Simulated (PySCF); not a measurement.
## Excitation energy of Xe by level of theory

Xe [Xe] (1S) → Xe [Kr] 4d10 5s2 5p5 6s1 (3P), as a difference of total energies. Computed with PySCF 2.14 in aug-cc-pVQZ-PP with ECP28MDF (7s7p5d3f2g, 92 functions), with a scalar-relativistic core potential. Correlated levels: valence: 4s2 4p6 4d10 frozen. The calculations carry no spin-orbit coupling.

| method | excitation energy (eV) |
| --- | --- |
| UHF | 8.198 |
| LDA | 8.644 |
| PBE | 8.490 |
| PBE0 | 8.648 |
| r2SCAN | 8.800 |
| BLYP | 8.446 |
| B97-3 | 8.793 |
| TPSS | 8.744 |
| M06-2X | 8.623 |
| MP2 (valence) | 8.755 |
| SCS-MP2 (valence) | 8.801 |

Task: How much does correlation contribute at MP2 (valence)?

Result: 8.755 − (8.198) = 0.557 eV, measured against UHF.

The promoted electron is Rydberg-like, and one or two diffuse shells describe it only roughly, which tends to raise the upper state.
